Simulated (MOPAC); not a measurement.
Job for MOPAC: PM7 on BF3H2O (a complex), monomers drawn apart or pushed together.

```
PM7 1SCF PRECISE CHARGE=0 THREADS=1
BF3H2O

F      1.05791979 1    -0.78438271 1     0.30186759 1
B      0.02946766 1     0.02507244 1     0.57220025 1
F      0.21096397 1     1.34710422 1     0.36965325 1
F     -1.21322866 1    -0.46047264 1     0.36873772 1
O      0.03418501 1     0.01780928 1     2.71692431 1
H     -0.82941272 1    -0.28303204 1     3.03028015 1
H      0.16137693 1     0.92199147 1     3.03433781 1
```

Program output:

```
*******************************************************************************
 **                                                                           **
 **                              MOPAC v23.2.5                                **
 **                                                                           **
 *******************************************************************************
 ** MOPAC's Digital Object Identifier: https://doi.org/10.5281/zenodo.6511958 **
 **                                                                           **
 ** Please cite the open-source release paper for use of this MOPAC version:  **
 ** J. E. Moussa and J. J. P. Stewart (2026)                                  **
 ** MOPAC: An open-source semiempirical molecular orbital program             **
 ** J. Open Source Softw., 11(119), 8025, https://doi.org/10.21105/joss.08025 **
 *******************************************************************************

                              PM7 CALCULATION RESULTS

 *******************************************************************************
 *  PM7        - The PM7 Hamiltonian to be used
 *
 *
 *
 *                 CHARGE ON SYSTEM = 0
 *
 *
 *
 *  PRECISE    - TIGHTER CRITERIA TO BE USED
 *  1SCF       - DO 1 SCF AND THEN STOP
 *  THREADS=1  - MULTI-THREADING NOT USED
 *  T=         - A TIME OF 172800.0 SECONDS REQUESTED
 *  DUMP=N     - RESTART FILE WRITTEN EVERY 7200.0 SECONDS REQUESTED
 *******************************************************************************
PM7 1SCF PRECISE CHARGE=0 THREADS=1
 BF3H2O

   ATOM   CHEMICAL          X               Y               Z
  NUMBER   SYMBOL      (ANGSTROMS)     (ANGSTROMS)     (ANGSTROMS)

     1       F          1.05791979  *  -0.78438271  *   0.30186759  *
     2       B          0.02946766  *   0.02507244  *   0.57220025  *
     3       F          0.21096397  *   1.34710422  *   0.36965325  *
     4       F         -1.21322866  *  -0.46047264  *   0.36873772  *
     5       O          0.03418501  *   0.01780928  *   2.71692431  *
     6       H         -0.82941272  *  -0.28303204  *   3.03028015  *
     7       H          0.16137693  *   0.92199147  *   3.03433781  *



          CARTESIAN COORDINATES

    NO.       ATOM           X           Y           Z

     1         F          1.0579     -0.7844      0.3019
     2         B          0.0295      0.0251      0.5722
     3         F          0.2110      1.3471      0.3697
     4         F         -1.2132     -0.4605      0.3687
     5         O          0.0342      0.0178      2.7169
     6         H         -0.8294     -0.2830      3.0303
     7         H          0.1614      0.9220      3.0343

 General Reference for PM7:
 "Optimization of Parameters for Semiempirical Methods VI: More Modifications to the
 NDDO Approximations and Re-optimization of Parameters", J. J. P. Stewart, J. Mol. Mod., 1:32, 19 (2013)
 https://link.springer.com/article/10.1007/s00894-012-1667-x

           Empirical Formula: H2 O F3 B  =     7 atoms



      MOLECULAR POINT GROUP   :   Cs


      RHF CALCULATION, NO. OF DOUBLY OCCUPIED LEVELS = 16


 -------------------------------------------------------------------------------
 PM7 1SCF PRECISE CHARGE=0 THREADS=1
 BF3H2O



     1SCF WAS SPECIFIED, SO BFGS WAS NOT USED
     SCF FIELD WAS ACHIEVED


                              PM7 CALCULATION
                                                       MOPAC v23.2.5 Linux




          FINAL HEAT OF FORMATION =       -334.95456 KCAL/MOL =   -1401.44988 KJ/MOL


          COSMO AREA              =         99.97 SQUARE ANGSTROMS
          COSMO VOLUME            =         81.84 CUBIC ANGSTROMS

          IONIZATION POTENTIAL    =         13.315755 EV
          HOMO LUMO ENERGIES (EV) =        -13.316 -0.238
          NO. OF FILLED LEVELS    =         16
          MOLECULAR WEIGHT        =         85.8204         POINT GROUP:  Cs

          MOLECULAR DIMENSIONS (Angstroms)

            Atom       Atom       Distance
            H     6    F     1     3.35524
            H     7    F     4     2.88844
            F     1    F     3     2.12112


          SCF CALCULATIONS        =          1





   ATOM   CHEMICAL          X               Y               Z
  NUMBER   SYMBOL      (ANGSTROMS)     (ANGSTROMS)     (ANGSTROMS)

     1       F          1.05791979  *  -0.78438271  *   0.30186759  *
     2       B          0.02946766  *   0.02507244  *   0.57220025  *
     3       F          0.21096397  *   1.34710422  *   0.36965325  *
     4       F         -1.21322866  *  -0.46047264  *   0.36873772  *
     5       O          0.03418501  *   0.01780928  *   2.71692431  *
     6       H         -0.82941272  *  -0.28303204  *   3.03028015  *
     7       H          0.16137693  *   0.92199147  *   3.03433781  *

                             CARTESIAN COORDINATES

   1    F        1.057919790    -0.784382710     0.301867590
   2    B        0.029467660     0.025072440     0.572200250
   3    F        0.210963970     1.347104220     0.369653250
   4    F       -1.213228660    -0.460472640     0.368737720
   5    O        0.034185010     0.017809280     2.716924310
   6    H       -0.829412720    -0.283032040     3.030280150
   7    H        0.161376930     0.921991470     3.034337810


           Empirical Formula: H2 O F3 B  =     7 atoms



      MOLECULAR POINT GROUP   :   Cs


                  EIGENVALUES
 -39.94993 -39.92517 -39.68819 -30.60827 -18.98911 -17.51458 -16.81608 -16.79061
 -16.58699 -15.26385 -14.96894 -14.84478 -14.71473 -14.12946 -14.10166 -13.31575
  -0.23765   2.64126   2.71133   2.86760   3.61527   5.31840


              NET ATOMIC CHARGES AND DIPOLE CONTRIBUTIONS

  ATOM NO.   TYPE          CHARGE      No. of ELECS.   s-Pop       p-Pop
    1          F          -0.270921        7.2709     1.94778     5.32314
    2          B           0.771263        2.2287     0.67050     1.55823
    3          F          -0.296734        7.2967     1.94970     5.34703
    4          F          -0.296406        7.2964     1.94969     5.34672
    5          O          -0.608646        6.6086     1.80219     4.80645
    6          H           0.350737        0.6493     0.64926
    7          H           0.350707        0.6493     0.64929
 DIPOLE           X         Y         Z       TOTAL
 POINT-CHG.    -1.066     0.873     2.949     3.255
 HYBRID        -0.207     0.169     0.502     0.569
 SUM           -1.273     1.042     3.451     3.823


          ATOMIC ORBITAL ELECTRON POPULATIONS

     Atom    s        px        py        pz
    1  F   1.94778   1.66367   1.77586   1.88361
    2  B   0.67050   0.60538   0.60339   0.34947
    3  F   1.94970   1.95334   1.49162   1.90208
    4  F   1.94969   1.54634   1.89850   1.90188
    5  O   1.80219   1.53745   1.48243   1.78657
    6  H   0.64926
    7  H   0.64929

 **********************
 *                    *
 * JOB ENDED NORMALLY *
 *                    *
 **********************




 == MOPAC DONE ==
```

The run finished.

Cost: roughly 0.03 core-seconds.
